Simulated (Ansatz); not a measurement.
Computed with Ansatz.

ClGeH4Si, SMILES `[SiH3][GeH][Cl]` radical at its PBE0-D4/def2-TZVP geometry, where that method's forces vanish. The species carries charge 0 and has multiplicity 2.

```
atom   x (Å)   y (Å)   z (Å)
 Si1  -0.871   0.571  -0.035
 Ge2   1.193  -0.533  -0.524
 Cl3   1.080  -2.525   0.327
  H4  -1.959  -0.196  -0.688
  H5  -0.800   1.941  -0.607
  H6  -1.110   0.646   1.430
  H7   2.466   0.096   0.097
```

Question: For each bond, give half the difference of the two atoms' forces along it (eV/Å; positive pushes the atoms apart) under PBE-D4, r2SCAN-D4, B3LYP-D4, ωB97M-V in def2-TZVPP. (Best estimate.)

Answer: The calculation gave: 
| bond | length (Å) | PBE-D4 | r2SCAN-D4 | B3LYP-D4 | ωB97M-V |
| --- | --- | --- | --- | --- | --- |
| Si1–Ge2 | 2.391 | -0.04 | -0.02 | 0.14 | 0.04 |
| Si1–H4 | 1.483 | 0.09 | -0.01 | -0.08 | -0.11 |
| Si1–H5 | 1.486 | 0.08 | -0.02 | -0.08 | -0.10 |
| Si1–H6 | 1.487 | 0.08 | 0.00 | -0.09 | -0.11 |
| Ge2–Cl3 | 2.169 | 0.27 | 0.06 | 0.32 | 0.08 |
| Ge2–H7 | 1.550 | 0.16 | -0.03 | -0.01 | -0.10 |

B3LYP here is the variant with VWN-RPA as its local correlation; programs differ in this.
